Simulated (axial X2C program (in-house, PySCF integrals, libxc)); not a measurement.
## Worked dissociation energy of AlTa: PBE0, scalar-relativistic

All values were computed with an axial X2C code built on PySCF integrals. Spin-free means the one-electron spin-free X2C Hamiltonian. Basis: Ta dyall-cv3z [13s14p9d7f4g], Al dyall-v3z [8s8p2d1f] (cores contracted in-house); Gaussian nuclei, density fitting, unrestricted open shells. Masses: Ta 180.948 u, Al 26.982 u.

Molecular state: M_S = 2, Λ = 2 (beyond evenly filled blocks: σα, π+α, π-α, δ+α).

* E(Ta) (2M_S = 3, M_L = 2): -15605.173242 hartree
* E(Al) (2M_S = 1, M_L = 0): -242.696878 hartree
* E(AlTa) at Re: -15847.946814 hartree
* ωe: 286.7 cm⁻¹
* ωexe: 1.05 cm⁻¹

(1) Work out De and D0.

Dissociation energies refer to the lowest single-determinant-based atoms at the same level and basis. Without a current term, density functionals place determinants with orbital angular momentum somewhat too high. The state is one determinant with fixed occupations, lowest in a PBE0 search at one distance only: followed along the bond, the 2c determinant Ω = 3 reaches 0.03 eV lower at PBE0, at Re = 2.525 Å, so the state shown is not the lowest.

Each atomic determinant is the lowest at this level and need not be a pure term. Totals compare only within one Hamiltonian and basis.

## Answers

(1) De = -15605.173242 + (-242.696878) − (-15847.946814) = 0.07669 hartree = 2.087 eV. The zero-point energy is ωe/2 − ωexe/4 = 143 cm⁻¹ = 0.018 eV, so D0 = 2.069 eV.
